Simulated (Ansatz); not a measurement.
Molecule: C2H6BrGa, charge 0, multiplicity 1. 
Geometry from a B3LYP-D3(BJ)/def2-TZVP (Ansatz, a program for electronic structure) optimisation:
SMILES: [Br][Ga]([CH3])[CH3]
```xyz
10

C      1.7844    -0.4580    -1.5414
Ga     0.0038    -0.0737    -0.7940
C     -1.7694     0.1651    -1.6161
Br    -0.0073     0.1427     1.5379
H      1.7591    -0.5533    -2.6265
H      2.4716     0.3433    -1.2660
H      2.1655    -1.3834    -1.1072
H     -1.7337     0.0592    -2.6999
H     -2.4598    -0.5724    -1.2045
H     -2.1537     1.1543    -1.3632
```

Total electronic energies in hartree. Valence correlation only, unless marked. No spin-orbit coupling. The frozen core is the preceding noble-gas configuration, with the filled d and f shells of earlier blocks. No relativistic terms. CBS(X,Y): correlation extrapolated as X^-3; Hartree-Fock from the larger set. [CCSD(T)-MP2]/basis is that difference in the basis named.

| level | program | energy (Eh) |
|---|---|---|
| HF/cc-pVDZ | Ansatz | -4574.90786 |
| RI-HF/cc-pVTZ | Ansatz | -4575.08307 |
| PBE/def2-TZVPD | Ansatz | -4578.13727 |
| BLYP-D3(BJ)/def2-TZVPD | Ansatz + dftd3 | -4578.99189 |
| revPBE/def2-TZVPD | Ansatz | -4578.54778 |
| r2SCAN/def2-TZVPD | Ansatz | -4578.85966 |
| r2SCAN-D3(BJ)/def2-TZVPD | Ansatz + dftd3 | -4578.86174 |
| B3LYP-D4/def2-TZVPD | Ansatz + dftd4 | -4579.03371 |
| PBE0/STO-3G | Ansatz | -4526.65351 |
| PBE0-D3(BJ)/def2-TZVP | Ansatz + dftd3 | (withheld) |
| r2SCAN0/def2-TZVPD | Ansatz | -4578.82756 |
| wB97M-V/def2-TZVPD | Ansatz | -4578.63376 |
| wB97X-V/def2-TZVPD | Ansatz | (withheld) |
| B2GP-PLYP-D4/def2-TZVPD | Ansatz + dftd4 | (withheld) |
| B2PLYP-D3(BJ)/def2-TZVPD | Ansatz + dftd3 | -4578.02611 |
| MP2/cc-pVTZ | Ansatz | -4575.67554 |
| RI-MP2/aug-cc-pVTZ | Ansatz | -4575.68813 |
| CCSD/STO-3G | Ansatz | -4524.10778 |
| CCSD/cc-pVDZ | Ansatz | -4575.42549 |
| CCSD(T)/aug-cc-pVQZ | Ansatz | -4575.80621 |
| RI-MP2/CBS(aug-cc-pVTZ,aug-cc-pVQZ)+[CCSD(T)-MP2]/aug-cc-pVDZ | Ansatz | -4575.8332 |
| RI-MP2/CBS(aug-cc-pVTZ,aug-cc-pVQZ)+[CCSD(T)-MP2]/aug-cc-pVTZ | Ansatz | -4575.8389 |
| CCSD(T)/CBS(aug-cc-pVTZ,aug-cc-pVQZ) | Ansatz | -4575.8321 |

Q: Some entries are withheld; supply them.

A: 
- PBE0-D3(BJ)/def2-TZVP, energy (Eh): -4578.28994
- wB97X-V/def2-TZVPD, energy (Eh): -4578.50076
- B2GP-PLYP-D4/def2-TZVPD, energy (Eh): -4577.71013
